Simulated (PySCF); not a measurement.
## State search for TiSe

Unrestricted PBE0; basis Ti x2c-TZVPPall, Se x2c-TZVPPall; spin-free X2C with a Gaussian nucleus; PySCF 2.14. Outer shells of the fragments: Ti 3d2 4s2; Se 3d10 4s2 4p4.

Followed along the bond (rough minima from three points):

```json
{"2Ms+1": "3", "unpaired": "σ ↑, δ ↑", "⟨S²⟩ at the start": "2.13", "R at minimum (Å)": "2.21", "Te (eV)": "0.00"}
{"2Ms+1": "1", "unpaired": "σ ↓, δ ↑", "⟨S²⟩ at the start": "1.03", "R at minimum (Å)": "2.20", "Te (eV)": "0.52"}
{"2Ms+1": "3", "unpaired": "π ↑, δ ↑", "⟨S²⟩ at the start": "2.08", "R at minimum (Å)": "2.27", "Te (eV)": "0.73"}
{"2Ms+1": "1", "unpaired": "π ↓, δ ↑", "⟨S²⟩ at the start": "1.01", "R at minimum (Å)": "2.26", "Te (eV)": "1.04"}
{"2Ms+1": "3", "unpaired": "σ ↑, π ↑", "⟨S²⟩ at the start": "2.33", "R at minimum (Å)": "2.21", "Te (eV)": "1.08"}
{"2Ms+1": "1", "unpaired": "δ ↑↓", "⟨S²⟩ at the start": "1.00", "R at minimum (Å)": "2.25", "Te (eV)": "1.19"}
```

Solutions found at the starting distance of 2.380 Å, counted from the lowest of them; the search is not exhaustive and high or unbound solutions are not listed, so other states can lie among these:

```csv
2Ms+1,unpaired,term,E (eV),⟨S²⟩,⟨Lz²⟩,μ (D)
3,"σ ↑, δ ↑",³Δ,0.00,2.13,4.00,-6.70
1,"σ ↓, δ ↑",mixed,0.57,1.03,4.00,-6.09
3,"π ↑, δ ↑",not assigned,0.57,2.08,4.08,-7.62
3,"σ ↑, π ↑",mixed,0.98,2.33,1.29,-5.44
1,"π ↓, δ ↑",mixed,0.98,1.01,3.63,-7.42
1,δ ↑↓,mixed,1.08,1.00,8.01,-8.35
5,"σ ↑, π ↑↑, δ ↑",mixed,1.23,6.01,5.86,-3.17
5,"σ ↑, π ↑↑, δ ↑",mixed,1.35,6.01,5.81,-3.17
3,"σ ↑, π ↑↓, δ ↑",mixed,1.41,3.02,5.84,-3.23
1,none,¹Σ⁺,1.46,0.00,0.00,-5.15
```

A term symbol is given only where ⟨S²⟩ and ⟨Lz²⟩ are close to those of a pure state; real π, δ and φ orbitals otherwise mix terms. A positive dipole means Ti(−)Se(+).

Spin–orbit coupling is left out. With d or f electrons several states lie close, and the lowest PBE0 determinant need not be the measured ground state.
